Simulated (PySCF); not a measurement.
How methods differ on the ionisation energy of Hg

Hg [Xe] 4f14 5d10 6s2 (1S) → Hg⁺ [Xe] 4f14 5d10 6s1 (2S), as a difference of total energies. Calculation: PySCF 2.14, in def2-SVP with the def2 core potential (60 electrons) (6s3p2d1f, 32 functions); a scalar-relativistic core potential. Correlated levels: valence: 5s2 5p6 frozen. The calculations carry no spin-orbit coupling.

| method | ionisation energy (eV) |
| --- | --- |
| UHF | 8.510 |
| M06-2X | 9.867 |
| TPSS | 10.285 |
| MP2 (valence) | 10.046 |
| SCS-MP2 (valence) | 9.986 |
| CCSD (valence) | 9.864 |
| CCSD(T) (valence) | 9.916 |

How much does correlation contribute at CCSD(T) (valence)?

9.916 − (8.510) = 1.406 eV, measured against UHF.

Errors of the correlated levels include the incompleteness of this basis and the frozen core.

For comparison: 10.438 eV (measured; NIST Atomic Spectra Database, ionization energies).
